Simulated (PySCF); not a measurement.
Compound: C5H4ClF3N2.
Numbering: `[CH3:1][n:2]1[n:3][c:4]([C:5]([F:6])([F:7])[F:8])[cH:9][c:10]1[Cl:11]` (hydrogens: H12, H13, H14 on C1; H15 on C9)

The same species was optimised twice, with GFN2-xTB and with PBE0-D3(BJ)/def2-SVP (PySCF), and the same property calculations (PySCF, gas phase) were run on both structures.

```csv
coordinate,GFN2-xTB,PBE0-D3(BJ)/def2-SVP,change
C5–F6 (Å),1.342,1.332,-0.010
C1–N2 (Å),1.434,1.442,+0.008
C5–F7 (Å),1.342,1.334,-0.008
N2–N3 (Å),1.320,1.327,+0.007
C4–C5 (Å),1.490,1.497,+0.007
N2–C10 (Å),1.352,1.358,+0.006
C4–C9 (Å),1.403,1.408,+0.005
C5–F8 (Å),1.342,1.337,-0.005
C10–Cl11 (Å),1.700,1.703,+0.003
N3–C4 (Å),1.325,1.325,0.000
C9–C10 (Å),1.380,1.381,+0.001
F6–C5–F8 (°),106.4,107.8,+1.4
C4–C5–F8 (°),111.4,110.1,-1.3
N3–C4–C9 (°),111.3,112.3,+1.0
F7–C5–F8 (°),106.4,107.4,+1.0
N2–N3–C4 (°),106.4,105.4,-1.0
C4–C5–F7 (°),112.8,111.9,-0.9
N3–C4–C5 (°),121.3,120.3,-1.0
F6–C5–F7 (°),106.5,107.3,+0.8
N3–C4–C5–F6 (°),60,54,-6
```

Rotational constants: A = 2096, B = 524.0, C = 453.4 MHz (GFN2-xTB) against A = 2088, B = 526.8, C = 455.1 MHz (PBE0-D3(BJ)/def2-SVP).

On the GFN2-xTB structure: HOMO (eV) -7.62 [PBE0/pcSseg-1]; LUMO (eV) -0.43 [PBE0/pcSseg-1]; dipole (D) 4.13 [PBE0/pcSseg-1]; GIAO shielding of C1 (ppm) 148.4 [PBE0/pcSseg-1]; GIAO shielding of N2 (ppm) 36.8 [PBE0/pcSseg-1]; GIAO shielding of N3 (ppm) -83.6 [PBE0/pcSseg-1]; GIAO shielding of C4 (ppm) 40.1 [PBE0/pcSseg-1]; GIAO shielding of C5 (ppm) 56.6 [PBE0/pcSseg-1]; GIAO shielding of F6/F7/F8 (mean) (ppm) 248.5 [PBE0/pcSseg-1]; GIAO shielding of C9 (ppm) 74.5 [PBE0/pcSseg-1]; GIAO shielding of C10 (ppm) 50.7 [PBE0/pcSseg-1].

Question: What do these properties become on the PBE0-D3(BJ)/def2-SVP structure?

Answer: 
```
                                    property          level  on GFN2-xTB  on PBE0-D3(BJ)/def2-SVP  change
                                   HOMO (eV)  PBE0/pcSseg-1        -7.62                    -7.61   +0.01
                                   LUMO (eV)  PBE0/pcSseg-1        -0.43                    -0.40   +0.03
                                  dipole (D)  PBE0/pcSseg-1         4.13                     3.92   -0.21
energy, GFN2-xTB geometry as zero (kcal/mol)  PBE0/pcSseg-1          0.0                     -0.5    -0.5
                  GIAO shielding of C1 (ppm)  PBE0/pcSseg-1        148.4                    146.4    -2.0
                  GIAO shielding of N2 (ppm)  PBE0/pcSseg-1         36.8                     35.2    -1.6
                  GIAO shielding of N3 (ppm)  PBE0/pcSseg-1        -83.6                    -82.0    +1.6
                  GIAO shielding of C4 (ppm)  PBE0/pcSseg-1         40.1                     38.1    -2.0
                  GIAO shielding of C5 (ppm)  PBE0/pcSseg-1         56.6                     58.6    +2.0
     GIAO shielding of F6/F7/F8 (mean) (ppm)  PBE0/pcSseg-1        248.5                    254.3    +5.8
                  GIAO shielding of C9 (ppm)  PBE0/pcSseg-1         74.5                     74.4    -0.1
                 GIAO shielding of C10 (ppm)  PBE0/pcSseg-1         50.7                     48.7    -2.0
```

The heavy atoms differ by 0.064 Å rms after alignment. Among bonds between heavy atoms C5–F6 changes most (-0.010 Å). Changes are differences of the printed values. Neither structure is proved a minimum here.

Conformer computed: `[CH3:1][n:2]1[n:3][c:4]([C:5]([F:6])([F:7])[F:8])[cH:9][c:10]1[Cl:11]`: N3–C4–C5–F6 54°.
